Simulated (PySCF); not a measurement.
UHF on Xe²⁺ (xenon, charge +2)

Configuration: [Kr] 4d10 5s1 5p4 5d1, one real determinant (an excited configuration). Calculation: PySCF 2.14, in x2c-QZVPPall with one added diffuse shell each of s, p, d, f type (14s10p8d5f1g, 128 functions); the spin-free X2C one-electron Hamiltonian (Gaussian nucleus).

- Total energy: -7441.494480 hartree
- One-electron energy: -10146.7987 hartree
- Hartree (Coulomb) energy: 2890.6485 hartree
- Exchange energy: -185.3443 hartree
- ⟨S²⟩: 6.0073
- ⟨L²⟩: 8.084
- Sum of ⟨r⟩: 33.75 bohr
- Sum of ⟨r²⟩: 47.92 bohr²
- Traceless quadrupole moment −½Σ⟨3z² − r²⟩ along its main axis: 0.912 e·bohr²
- Langevin diamagnetic susceptibility: -38.0 ×10⁻⁶ cm³/mol

```tsv
shell	electrons	mean orbital energy (hartree)	spread (hartree)	rms radius, mean of both spins (bohr)
1s α	1	-1277.11903	0	0.0305
1s β	1	-1277.10396	0	0.0305
2s α	1	-203.29036	0	0.124
2s β	1	-203.27711	0	0.124
2p α	3	-182.39373	0.00479	0.111
2p β	3	-182.38173	0.00504	0.111
3s α	1	-43.93511	0	0.326
3s β	1	-43.91270	0	0.326
3p α	3	-37.00586	0.00707	0.326
3p β	3	-36.98756	0.00532	0.326
3d α	5	-26.67402	0.01240	0.304
3d β	5	-26.66393	0.00242	0.304
4s α	1	-9.37429	0	0.762
4s β	1	-9.31941	0	0.762
4p α	3	-7.07767	0.02011	0.814
4p β	3	-7.03644	0.01105	0.814
4d α	5	-3.60573	0.03478	0.938
4d β	5	-3.57173	0.00659	0.938
5s α	1	-1.92681	0	1.90
5p α	3	-1.31745	0.07917	2.19
5p β	1	-1.09763	0	2.19
5d α	1	-0.65554	0	3.05
```

⟨L²⟩ = 8.08 against 12 for a pure F term, so this real determinant mixes terms. The outer electron is Rydberg-like, and this basis confines it to a smaller radius and binds it less than a complete one would.

Densities and radii are taken from the X2C orbitals without a picture-change correction, which distorts them close to the nucleus.

Spin-orbit constants ζ (cm⁻¹) from the X2C one-electron operator on these orbitals: bare nucleus, nucleus screened by l(l+1)(2l+1)/3 electrons, and screened by the Breit-Pauli mean field of the electrons.

```tsv
shell	bare	screened nucleus	mean field
2p	1722000	1658000	n/a
3p	331700	319400	n/a
3d	50710	41320	n/a
4p	63600	61250	n/a
4d	7564	6164	n/a
5p	7908	7615	n/a
5d	628.0	511.7	n/a
```

To first order the Landé constant is A = -549.3 cm⁻¹, so the lowest level has J = 5 and lies 0.409 eV below the centre of the term. This holds in LS coupling only.
